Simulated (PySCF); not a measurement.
Structure with atom numbers: `[O:1]=[CH:2][c:3]1[n:4][n:5][cH:6][n:7]1[CH:8]1[CH2:9][CH2:10]1`; H(Xn) means a hydrogen on atom n. Ha(C9), Ha(C10) are cis to N7 on the ring; Hb(C9), Hb(C10) are trans to N7 on the ring.

Theoretical values (PySCF): geometry from GFN2-xTB, GIAO PBE0/pcSseg-1 shieldings. Single conformer, equivalent nuclei averaged, no relativistic terms, in vacuum.

Shifts are taken against calculated references (same method and geometry level): 13C (186.93 ppm) and 1H (31.72 ppm) against TMS; 17O (336.08 ppm) against H2O; NH3 for 15N (267.73 ppm).

| atoms | nucleus | count | δ (ppm) |
| --- | --- | --- | --- |
| Hb(C9)/Hb(C10) | 1H | 2 | 1.20 |
| C2 | 13C | 1 | ? |
| N7 | 15N | 1 | 213.8 |
| N4 | 15N | 1 | 415.0 |
| H(C8) | 1H | 1 | 4.53 |
| C8 | 13C | 1 | ? |
| Ha(C9)/Ha(C10) | 1H | 2 | ? |
| O1 | 17O | 1 | 655.1 |
| C9/C10 | 13C | 2 | ? |
| H(C2) | 1H | 1 | 10.43 |
| C6 | 13C | 1 | 143.5 |
| H(C6) | 1H | 1 | 7.81 |
| C3 | 13C | 1 | 158.3 |
| N5 | 15N | 1 | 375.4 |

Complete the table.

Answers


- C2: 189.7 ppm, aldehyde carbonyl carbon; low-lying n→π* states of the double bond to the heteroatom give a large paramagnetic term (-244 ppm)
- C8: 29.3 ppm, three-membered-ring carbon; the inductive effect lowers its shielding
- C9/C10: 10.5 ppm, three-membered-ring carbon; carbons of three-membered rings are unusually shielded
- Ha(C9)/Ha(C10): 0.91 ppm, hydrogen on a three-membered-ring carbon; cyclopropane-type protons are shielded by the ring

Shifts are as computed. Against solution values, carbons near 30 ppm lie about +3 ppm off and those near 130 ppm about +5 ppm. Of 1211 compounds with measured shifts, 218 miss one by over three times the rms of a fit or turn the order of signals round; such compounds aren't used in these exercises. Unscaled 17O shifts of doubly bonded oxygen tend to come out too high, by tens of ppm or more. Experimental scales use liquid or dissolved standards, which lie at an offset from isolated NH3 (liquid NH3: subtract about 20 ppm) and H2O (liquid H2O: subtract about 36 ppm). Unscaled 15N shifts of sp2 nitrogen come out 20 to 40 ppm too high even then.
